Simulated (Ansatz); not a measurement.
C₃H₈OZn (`C[CH](C)[Zn][OH]`), 13 atoms. Charge 0, multiplicity 1. For Zn the d shell is correlated and the shells below it are frozen. Scalar relativity is left out up to krypton. All runs use 4 threads of an Arm Neoverse V1 on a shared host. Correlated methods freeze the cores.

**Question.** Give the basis size and wall time and peak host memory of each of these runs in Ansatz. RHF-CCSD(T) with 3s3p of Cu, Zn/def2-TZVPP energy; RKS ωB97M-V/def2-SVP energy; RHF-MP2 with 3s3p of Cu, Zn/def2-QZVPP energy; RKS PBE-QIDH (frozen core with 3s3p of Cu, Zn)/def2-TZVPP energy; RHF-CCSD(T) with 3s3p of Cu, Zn/def2-SVP energy; RKS PBE0-D4/def2-TZVP relaxation (12 steps); RKS HSE06 (plane-wave form)-D4/def2-TZVPP energy; RKS CAM-B3LYP-D4/def2-TZVPP energy; RKS ωB97M-V/def2-QZVPP energy; direct RPA on PBE orbitals with 3s3p of Cu, Zn/def2-TZVPP energy; RKS PBE0-D4/def2-SVP energy; RKS PBE0-D4/def2-TZVP frequencies. (Estimate.)

**Answer.** Computed: Other jobs shared the machine, so times are rough.

```tsv
level	job	functions	wall time	peak host memory (GiB)
RKS PBE0-D4/def2-SVP	energy	127	2 s	0.6
RKS HSE06 (plane-wave form)-D4/def2-TZVPP	energy	300	6.5 s	0.99
RKS CAM-B3LYP-D4/def2-TZVPP	energy	300	7 s	1.1
RKS ωB97M-V/def2-SVP	energy	127	8 s	0.6
RKS PBE-QIDH (frozen core with 3s3p of Cu, Zn)/def2-TZVPP	energy	300	11 s	0.95
direct RPA on PBE orbitals with 3s3p of Cu, Zn/def2-TZVPP	energy	300	11 s	0.86
RHF-CCSD(T) with 3s3p of Cu, Zn/def2-SVP	energy	127	17 s	0.82
RKS ωB97M-V/def2-QZVPP	energy	568	37 s	3
RHF-MP2 with 3s3p of Cu, Zn/def2-QZVPP	energy	568	47 s	4.6
RKS PBE0-D4/def2-TZVP	relaxation (12 steps)	220	75 s	0.69
RKS PBE0-D4/def2-TZVP	frequencies	220	5.4 min	0.7
RHF-CCSD(T) with 3s3p of Cu, Zn/def2-TZVPP	energy	300	24 min	4.3
```
